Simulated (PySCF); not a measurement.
osmium atom (Os), quintet (core potentials on Os); SVWN5/def2-TZVP (PySCF).

Here is a job for PySCF.
```python
from pyscf import gto, scf, dft

mol = gto.M(
    atom='''
Os    0.00000000    0.00000000    0.00000000
''',
    basis='def2-tzvp',
    ecp={'Os': 'def2-tzvp'},
    spin=4,
    verbose=4,
)

mf = dft.UKS(mol)
mf.xc = 'lda,vwn'
mf.init_guess = 'mod_huckel'
mf.kernel()
```

Task: Write the output that PySCF gives for this input, abridged.

Result: 
```
PySCF version 2.14.0

[INPUT] verbose = 4
[INPUT] num. atoms = 1
[INPUT] num. electrons = 16
[INPUT] charge = 0
[INPUT] spin (= nelec alpha-beta = 2S) = 4
[INPUT] symmetry False subgroup None
[INPUT] Mole.unit = angstrom
[INPUT] Symbol           X                Y                Z      unit          X                Y                Z       unit  Magmom
[INPUT]  1 Os     0.000000000000   0.000000000000   0.000000000000 AA    0.000000000000   0.000000000000   0.000000000000 Bohr   0.0

nuclear repulsion = 0
number of shells = 14
number of NR pGTOs = 66
number of NR cGTOs = 40
basis = def2-tzvp
ecp = {'Os': 'def2-tzvp'}

******** <class 'pyscf.dft.uks.UKS'> ********
method = UKS
initial guess = mod_huckel
damping factor = 0
level_shift factor = 0
DIIS = <class 'pyscf.scf.diis.CDIIS'>
diis_start_cycle = 1
diis_space = 8
diis_damp = 0
SCF conv_tol = 1e-09
SCF conv_tol_grad = None
SCF max_cycles = 50
direct_scf = True
direct_scf_tol = 1e-13
number electrons alpha = 10  beta = 6
XC library pyscf.dft.libxc version 7.1.2
    S. Lehtola, C. Steigemann, M. J. T. Oliveira, and M. A. L. Marques,  SoftwareX 7, 1–5 (2018)
XC functionals = lda,vwn
    P. A. M. Dirac,  Math. Proc. Cambridge Philos. Soc. 26, 376 (1930)
    F. Bloch,  Z. Phys. 57, 545 (1929)
    S. H. Vosko, L. Wilk, and M. Nusair,  Can. J. Phys. 58, 1200 (1980)
radial grids:
    Treutler-Ahlrichs [JCP 102, 346 (1995); DOI:10.1063/1.469408] (M4) radial grids

becke partition: Becke, JCP 88, 2547 (1988); DOI:10.1063/1.454033
pruning grids: <function nwchem_prune>
grids dens level: 3
symmetrized grids: False
atomic radii adjust function: <function treutler_atomic_radii_adjust>
small_rho_cutoff = 0
Set gradient conv threshold to 3.16228e-05
Initial guess from on-the-fly Huckel, doi:10.1021/acs.jctc.8b01089,
employing the updated GWH rule from doi:10.1021/ja00480a005.
Spherically averaged atomic HF for {'Os'}

******** <class 'pyscf.scf.atom_hf.AtomSphAverageRHF'> ********
method = AtomSphAverageRHF
initial guess = minao
damping factor = 0
level_shift factor = 0
DIIS = <class 'pyscf.scf.diis.CDIIS'>
diis_start_cycle = 1
diis_space = 8
diis_damp = 0
SCF conv_tol = 1e-09
SCF conv_tol_grad = None
SCF max_cycles = 50
direct_scf = True
direct_scf_tol = 1e-13
atom = Os
Set gradient conv threshold to 3.16228e-05
Initial guess from minao.
init E= -73.5610095755252
cycle= 1 E= -89.2126557449579  delta_E= -15.7  |g|=    0  |ddm|= 6.54
cycle= 2 E= -89.2410304696969  delta_E= -0.0284  |g|=    0  |ddm|= 0.715
cycle= 3 E= -89.2867806127473  delta_E= -0.0458  |g|=    0  |ddm|= 0.398
cycle= 4 E= -89.2905791964443  delta_E= -0.0038  |g|=    0  |ddm|= 0.0864
cycle= 5 E= -89.2905798438275  delta_E= -6.47e-07  |g|=    0  |ddm|= 0.00193
cycle= 6 E= -89.2905799260454  delta_E= -8.22e-08  |g|=    0  |ddm|= 0.000442
cycle= 7 E= -89.2905799260573  delta_E= -1.19e-11  |g|=    0  |ddm|= 1.2e-05
Extra cycle  E= -89.2905799260576  delta_E= -2.56e-13  |g|=    0  |ddm|= 2.9e-07
Atomic HF for atom  Os  converged. SCF energy = -89.2905799260576

Traceback (most recent call last):
  File "input.py", line 16, in <module>
  File "<string>", line 2, in kernel
  File "site-packages/pyscf/scf/hf.py", line 2099, in scf
  File "site-packages/pyscf/scf/hf.py", line 127, in kernel
  File "site-packages/pyscf/scf/uhf.py", line 931, in get_init_guess
  File "site-packages/pyscf/scf/hf.py", line 2028, in get_init_guess
  File "site-packages/pyscf/scf/uhf.py", line 985, in init_guess_by_mod_huckel
  File "site-packages/pyscf/scf/uhf.py", line 381, in get_occ
RuntimeError: Failed to assign mo_occ. nelec (10, 6) > Nmo (9)
```

The program stopped with an error.
